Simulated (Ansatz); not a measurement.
System: H₅Si₂O, charge 0, doublet. H5Si2O (SMILES [SiH3][SiH]O, doublet).
B3LYP-D3(BJ)/def2-TZVP minimum from Ansatz (a quantum-chemistry and plane-wave program):
```
Si
O 1 1.6645
H 2 0.9612 1 117.53
H 1 1.4875 2 104.33 3 -176.10
Si 1 2.3540 4 112.85 2 -123.59
H 5 1.4832 1 108.37 4 -64.86
H 5 1.4848 6 108.72 1 117.70
H 5 1.4867 6 108.93 7 117.50
```
Charge 0, spin multiplicity 2.

Atomisation energy term by term, kcal/mol (programs: Ansatz). Radicals and triplets start from unrestricted determinants; spin-orbit coupling is neglected. Cores are frozen in correlated methods. Rows without X2C or -DK are non-relativistic. CBS(X,Y): correlation extrapolated as X^-3, Hartree-Fock from the larger set. A bracket is a step between two methods taken in the basis named. '+ core + X2C': CCSD(T) terms for core correlation (cc-pwCVTZ, 1s frozen past Ne) and scalar relativity (cc-pVTZ-DK). Where a partner has so few electrons that a lower coupled-cluster level is exact, that level stands in.

```json
[
 {"term": "Hartree-Fock", "basis": "cc-pV(Q+d)Z", "kcal/mol": "427.26"},
 {"term": "CCSD correlation", "basis": "CBS(cc-pV(T+d)Z,cc-pV(Q+d)Z)", "kcal/mol": "144.77"},
 {"term": "(T)", "basis": "CBS(cc-pV(T+d)Z,cc-pV(Q+d)Z)", "kcal/mol": "7.38"},
 {"term": "CCSDT(Q) - CCSD(T)", "basis": "cc-pV(D+d)Z", "kcal/mol": "0.68"},
 {"term": "core correlation", "basis": "cc-pwCVTZ", "kcal/mol": "-0.01"},
 {"term": "scalar relativity", "basis": "X2C, cc-pVTZ-DK", "kcal/mol": "-1.51"},
 {"term": "sum: De", "basis": "", "kcal/mol": "578.6"}
]
```
